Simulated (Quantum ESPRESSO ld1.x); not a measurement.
Results of a calculation; reference values are marked as such.
Question: Re39+, 36 electrons, occupied as [Ar] 3d9 4s2 4p6 5p1 (not the ground configuration). Level of theory: Dirac Kohn-Sham, exchange-only LDA, spin-unpolarised, spherical densities, point nucleus; open shells fill j = l - 1/2 first (ld1.x of Quantum ESPRESSO 7.5). Some entries of the table are withheld. Estimate them.

| orbital | occ. | eigenvalue (eV) | <r^2> (bohr^2) |
|---|---|---|---|
| 1s1/2 | 2 | -73350.4 | 0.0004484 |
| 2s1/2 | 2 | -14241.9 | 0.006808 |
| 2p1/2 | 2 | -13712.8 | 0.004852 |
| 2p3/2 | 4 | -12273.0 | 0.006042 |
| 3s1/2 | 2 | -4628.37 | 0.04309 |
| 3p1/2 | 2 | -4399.18 | 0.03930 |
| 3p3/2 | 4 | -4073.56 | 0.04528 |
| 3d3/2 | 4 | (1) | (2) |
| 3d5/2 | 5 | (3) | (4) |
| 4s1/2 | 2 | -2116.60 | (5) |
| 4p1/2 | 2 | -2017.89 | 0.1714 |
| 4p3/2 | 4 | -1914.01 | 0.1900 |
| 4d3/2 | 0 | -1756.75 | 0.1804 |
| 4d5/2 | 0 | -1734.20 | 0.1856 |
| 4f5/2 | 0 | (6) | 0.1542 |
| 4f7/2 | 0 | (7) | 0.1561 |
| 5s1/2 | 0 | -1204.88 | 0.5068 |
| 5p1/2 | 1 | (8) | 0.5146 |
| 5p3/2 | 0 | (9) | 0.5568 |
| 6p1/2 | 0 | -752.706 | 1.214 |
| 6p3/2 | 0 | -729.117 | 1.294 |

Answer: 
(1) 3d3/2 eigenvalue (eV): -3699.34
(2) 3d3/2 <r^2> (bohr^2): 0.03457
(3) 3d5/2 eigenvalue (eV): -3627.63
(4) 3d5/2 <r^2> (bohr^2): 0.03618
(5) 4s1/2 <r^2> (bohr^2): 0.1734
(6) 4f5/2 eigenvalue (eV): -1552.28
(7) 4f7/2 eigenvalue (eV): -1545.72
(8) 5p1/2 eigenvalue (eV): -1157.77
(9) 5p3/2 eigenvalue (eV): -1112.98
